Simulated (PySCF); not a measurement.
C₅H₁₀N (SMILES [CH]=NC(C)(C)C), doublet, at a GFN2-xTB geometry. Base run: HF/6-31G** in PySCF.

PySCF was given this input:
```python
from pyscf import gto, scf

mol = gto.Mole()
mol.atom = '''
    C     0.45442665    1.88359262    0.88517973
    N     0.76851373    0.83175148    0.32971994
    C    -0.05620880   -0.25569341   -0.12075115
    C     0.42485553   -1.51375230    0.61128314
    C     0.18373579   -0.40343272   -1.62760514
    C    -1.54427029   -0.01227668    0.16022372
    H     1.19965353    2.61297469    1.16664007
    H     0.26563510   -1.40942486    1.68218002
    H    -0.12139352   -2.38426540    0.25782081
    H     1.48634683   -1.66779021    0.43333826
    H    -0.36583911   -1.25863080   -2.01194923
    H    -0.14710987    0.49120267   -2.15031362
    H     1.24304071   -0.54740271   -1.82585136
    H    -1.70550430    0.11184399    1.22835626
    H    -1.87493762    0.89205855   -0.34489642
    H    -2.13472114   -0.85345131   -0.19334609
'''
mol.basis = '6-31g**'
mol.spin = 1
mol.verbose = 3
mol.build()

mf = scf.UHF(mol)
mf.kernel()
```

Each row names what was changed in the base input (with any setting that the change needs).

| change | ΔE vs base (µEh) | fitting functions | dipole (D) |
|---|---|---|---|
| base | 0.0 | - | 0.60 |
| auxbasis = even-tempered beta=1.6 | 54.1 | 1490 | 0.61 |
| only_dfj = on; auxbasis = def2-universal-jfit | -421 | 404 | 0.60 |
| auxbasis = def2-tzvp-ri | 35.0 | 606 | 0.60 |
| auxbasis = cc-pvtz-ri | -77.3 | 786 | 0.60 |
| auxbasis = cc-pvtz-jkfit | 73.9 | 774 | 0.61 |
| auxbasis = autoaux | 313 | 921 | 0.61 |
| auxbasis = def2-universal-jkfit | 119 | 632 | 0.61 |
| auxbasis = cc-pvqz-jkfit | 13.7 | 1146 | 0.60 |
| auxbasis = default (with mf = mf.density_fit()) | 188 | 650 | 0.61 |

A fitting set is made for a task (jfit for Coulomb, jkfit for Coulomb and exchange, ri for correlation) and for a family of orbital bases.

Open shells are given as the SCF converged; they aren't shown to be the lowest states, and a large step between rows can be another state.
